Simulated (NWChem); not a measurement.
## Total energies of dimethyl telluride (C$_{2}$H$_{6}$Te)

```xyz
9

C     -1.5798     0.0000    -1.0664
Te     0.0000     0.0000     0.3959
C      1.5798     0.0000    -1.0664
H     -1.5175    -0.9025    -1.6879
H     -2.5321     0.0000    -0.5189
H     -1.5175     0.9025    -1.6879
H      1.5175    -0.9025    -1.6879
H      2.5321     0.0000    -0.5189
H      1.5175     0.9025    -1.6879
```
Charge 0, spin multiplicity 1.

Program: NWChem. The geometry was optimised at PBE0/def2-SVP with def2 effective core potentials on Te, held to C2v symmetry and with no frequency check, so it may be a saddle point.

Basis set: def2-SVP (84 functions).

```csv
method,total energy (Ha)
RHF,-346.14693
MP2,-346.56515
B2PLYP,-347.38097
PBE,-347.63913
B3LYP,-347.85911
LDA (SVWN5),-346.60711
CCSD(T),-346.62144
```

Total energies of different functionals aren't comparable as a measure of quality: only differences taken within one method are. 

Effective core potentials replace the inner electrons of Te; spin-orbit coupling is left out. The correlated methods keep 6 core orbitals frozen. B3LYP has NWChem's definition, with VWN1-RPA local correlation. Coupled-cluster values serve here as a point of comparison, not as the truth.
